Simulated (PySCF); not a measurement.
Constitutional and geometric isomers with formula C4H4. Isolated molecules, 0 K electronic values unless said otherwise. Strings in code marks are SMILES.

The LUMO from two functionals at the same geometries (CAM-B3LYP-D3(BJ)/def2-TZVP), both in PySCF: PBE-D3(BJ)/def2-TZVP and TPSSh-D3(BJ)/def2-TZVP. 

```
species     TPSSh-D3(BJ)/def2-TZVP (eV)
----------  ---------------------------
`C#CC=C`                          -1.32
`C1=CC=C1`                        -2.01
`C=C1C=C1`                        -0.98
`C=C=C=C`                         -1.94
```

### Question
What does PBE-D3(BJ)/def2-TZVP give for each?

### Answer

- `C#CC=C`: -1.88
- `C1=CC=C1`: -2.60
- `C=C1C=C1`: -1.63
- `C=C=C=C`: -2.45
Over these rows, drawn at random from the members with no instability flagged (it was tested for open shells, ions and some series alone), PBE minus TPSSh-D3(BJ): mean -0.58 eV, from -0.66 eV to -0.50 eV.
